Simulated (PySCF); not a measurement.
Species: 4-pyridinecarboxaldehyde, C6H5NO.
SMILES with atom numbers: `[O:1]=[CH:2][c:3]1[cH:4][cH:5][n:6][cH:7][cH:8]1` (hydrogens: H9 on C2; H10 on C4; H11 on C5; H12 on C7; H13 on C8)

Theory: PBE0-D3(BJ)/def2-SVP geometry optimisation, gas phase in PySCF 2.14.0.

**Question.** What internal coordinates does the optimisation give?

**Answer.** 
```
          bond  length (pm)     order
         O1=C2        120.3    double
         C2–C3        148.6    single
  C3–C4, C3–C8        139.6  aromatic
  C4–C5, C7–C8        139.4  aromatic
  C5–N6, N6–C7        133.1  aromatic
         C2–H9        112.0    single
C4–H10, C8–H13        109.3    single
C5–H11, C7–H12        109.6    single
```

Bonds in one row agree within 1 pm and their mean is given. Orders are formal, as drawn. A selection of angles:
```
    angle  degrees
 O1–C2–C3    124.1
 O1–C2–H9    121.3
 C3–C2–H9    114.6
 C2–C3–C4    120.9
 C2–C3–C8    120.5
 C4–C3–C8    118.6
 C3–C4–C5    118.3
C3–C4–H10    120.9
C5–C4–H10    120.8
 C4–C5–N6    123.2
C4–C5–H11    120.2
N6–C5–H11    116.5
 C5–N6–C7    118.2
N6–C7–H12    116.4
C3–C8–H13    119.6
```

Dihedral angles: O1–C2–C3–C4 180° (antiperiplanar).

The 8 heavy atoms lie in one plane (0.001 Å rms). The 5 C–C bonds span 1.392 Å (C7–C8, aromatic) to 1.486 Å (C2–C3, drawn single), a spread of 0.094 Å. The 6-membered ring C3–C4–C5–N6–C7–C8 has internal angles of 118.2° to 123.4° (sum 720°, against 720° for a flat polygon); it is planar, 0.00 Å rms from its mean plane, widest ring torsion 0°. Of the pairs four or more bonds apart, O1···H13 is among the closest relative to their van der Waals radii: 2.60 Å, 95 % of the sum of Bondi's values. N6 (pyridine-type nitrogen) is bent (angle 118.2°).

Point group: Cs (tolerance 0.08 Å). No frequency check. The numbers are those of one conformer.

Time: 29 s; peak memory 0.77 GiB. Hardware: Arm Neoverse V2, one thread, shared host with 32 logical CPUs at a one-minute load of 17. These figures are those of the optimisation.
